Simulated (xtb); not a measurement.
Yb, singlet (GFN-xTB shapes and energies of metal compounds can be far from the true ones); xtb with GFN2-xTB.

xtb was given this input:
```
$ xtb mol.xyz --gfn 2 --acc 1000 --json

# file mol.xyz
1

Yb     0.00000000     0.00000000     0.00000000
```

It wrote (shortened):

```
   ID    Z sym.   atoms
    1   70 Yb     1

           -------------------------------------------------
          |                Calculation Setup                |
           -------------------------------------------------

           -------------------------------------------------
          |                 G F N 2 - x T B                 |
           -------------------------------------------------

          ...................................................
          :                      SETUP                      :
          :.................................................:
          :  # basis functions                  10          :
          :  # atomic orbitals                   9          :
          :  # shells                            3          :
          :  # electrons                         3          :
          :  max. iterations                   250          :
          :  Hamiltonian                  GFN2-xTB          :
          :  restarted?                      false          :
          :  GBSA solvation                  false          :
          :  PC potential                    false          :
          :  electronic temp.          300.0000000     K    :
          :  accuracy                 1000.0000000          :
          :  -> integral cutoff          0.2000000E+02      :
          :  -> integral neglect         0.1000000E-04      :
          :  -> SCF convergence          0.1000000E-02 Eh   :
          :  -> wf. convergence          0.1000000E+00 e    :
          :  Broyden damping             0.4000000          :
          :  net charge                          0          :
          :  unpaired electrons                  0          :
          ...................................................

 iter      E             dE          RMSdq      gap      omega  full diag
   1     -0.8258336 -0.825834E+00  0.141E+01    0.00       0.0  T
   2     -0.8258336  0.000000E+00  0.113E+01    0.00       0.0  T
   3     -0.8258336  0.000000E+00  0.871E+00    0.00       0.0  T
   4     -0.8258336  0.000000E+00  0.697E+00    0.00       0.0  T
   5     -0.8258336  0.255351E-14  0.558E+00    0.00       0.0  T
   6     -0.8258336 -0.222045E-15  0.446E+00    0.00       0.0  T
   7     -0.8258336 -0.133227E-14  0.357E+00    0.00       0.0  T
   8     -0.8258336 -0.155431E-14  0.275E+00    0.00       0.0  T
   9     -0.8258336 -0.155431E-14  0.202E+00    0.00       0.0  T
[...]
         :: total energy              -0.825833568309 Eh    ::
[...]

         #    Occupation            Energy/Eh            Energy/eV
      -------------------------------------------------------------
         1        2.0000           -0.2832545              -7.7077
         2        0.2000           -0.2197252              -5.9790 (HOMO)
         3        0.2000           -0.2197252              -5.9790 (LUMO)
         4        0.2000           -0.2197252              -5.9790
         5        0.2000           -0.2197252              -5.9790
         6        0.2000           -0.2197252              -5.9790
         7                         -0.0357704              -0.9734
         8                         -0.0357704              -0.9734
         9                         -0.0357704              -0.9734
      -------------------------------------------------------------
                  HL-Gap            0.0000000 Eh            0.0000 eV
             Fermi-level           -0.2365867 Eh           -6.4379 eV

     #   Z          covCN         q      C6AA      α(0)
     1  70 Yb       0.000    -0.000  2494.822   163.738

 Mol. C6AA /au·bohr⁶  :       2494.821523
 Mol. C8AA /au·bohr⁸  :     537372.569736
 Mol. α(0) /au        :        163.737907

Wiberg/Mayer (AO) data.
largest (>0.10) Wiberg bond orders for each atom

 ---------------------------------------------------------------------------
     #   Z sym  total        # sym  WBO       # sym  WBO       # sym  WBO
 ---------------------------------------------------------------------------
     1  70 Yb   0.000
 ---------------------------------------------------------------------------

molecular dipole:
                 x           y           z       tot (Debye)
 q only:        0.000       0.000       0.000
   full:        0.000       0.000       0.000       0.000
molecular quadrupole (traceless):
                xx          xy          yy          xz          yz          zz
 q only:        0.000       0.000       0.000       0.000       0.000       0.000
  q+dip:        0.000       0.000       0.000       0.000       0.000       0.000
   full:       -0.000      -0.000      -0.000      -0.000      -0.000       0.000

           -------------------------------------------------
          | TOTAL ENERGY               -0.825833568309 Eh   |
          | GRADIENT NORM               0.000000000000 Eh/α |
          | HOMO-LUMO GAP               0.000000000000 eV   |
           -------------------------------------------------

normal termination of xtb
```
